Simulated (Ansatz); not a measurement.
```yaml
crystal:
  periodic: [false, false, false]
  atoms:
    - {symbol: Cr, position_ang: [0.528738, 0.562759, 0.581493]}
    - {symbol: Br, position_ang: [0.374199, 0.042710, 2.959138]}
    - {symbol: P, position_ang: [0.487766, 0.838429, -1.830741]}
    - {symbol: H, position_ang: [-0.721673, 1.156305, -2.509926]}
    - {symbol: H, position_ang: [0.948523, -0.199388, -2.687604]}
    - {symbol: H, position_ang: [1.304666, 1.903073, -2.264401]}
    - {symbol: Br, position_ang: [2.931275, 0.526804, 0.164957]}
    - {symbol: P, position_ang: [-1.887974, 0.400036, 0.754394]}
    - {symbol: H, position_ang: [-2.408352, 1.201865, 1.791400]}
    - {symbol: H, position_ang: [-2.517344, -0.840465, 1.055270]}
    - {symbol: H, position_ang: [-2.721868, 0.807727, -0.323737]}
    - {symbol: Br, position_ang: [-0.008668, 2.940297, 0.501332]}
    - {symbol: P, position_ang: [0.832281, -1.843075, 0.451751]}
    - {symbol: H, position_ang: [1.857535, -2.302987, 1.303825]}
    - {symbol: H, position_ang: [1.219680, -2.466189, -0.767409]}
    - {symbol: H, position_ang: [-0.218773, -2.727911, 0.820248]}
basis:
  gaussian: {orbitals: def2-mTZVP}
magnetization: {spin_polarized: true, initial_magnetization: 3}
hamiltonian: {xc: {name: r2SCAN50}}
accuracy: high
scf: {lower_state_search: off}
```

```sh
$ ansatz run in.yaml --threads 4 --pin off --events-out ev --progress --plain --max-ram 9574MiB
```

Shortened log:

```
Functional definition: r2SCAN50
4595 factors; integrals over basis functions are off by at most 6.9e-8 eV
mean field evaluation 1: about -266564.8588 eV, gradient 3.3e1 eV
mean field evaluation 2: about -266546.2500 eV, gradient 8.0e1 eV
mean field evaluation 4: about -266570.8744 eV, gradient 3.8e0 eV
mean field evaluation 8: about -266571.8482 eV, gradient 7.2e-1 eV
mean field evaluation 16: about -266571.8588 eV, gradient 5.7e-3 eV
mean field evaluation 32: about -266571.8588 eV, gradient 3.1e-6 eV
mean field -266571.85876197 eV, -9796.3351206068 hartree, gradient 6.4e-8 eV, S^2 3.823625; 0 other end points of the search recorded, 0 dependent functions left out
reference -266571.85876431 eV, -9796.3351206927 hartree; 93, 90 occupied and 141, 144 virtual orbitals, 4595 factors
Total energy: -266571.85876431 eV, -9796.3351206927 hartree
Checks for a lower state left out: stability, starts, cluster_reference, orbital_swaps, neighbouring_geometries, increment
```

Run time 91 s (4 threads of Intel Xeon Platinum 8259CL on a shared host), peak host memory 2 GiB.
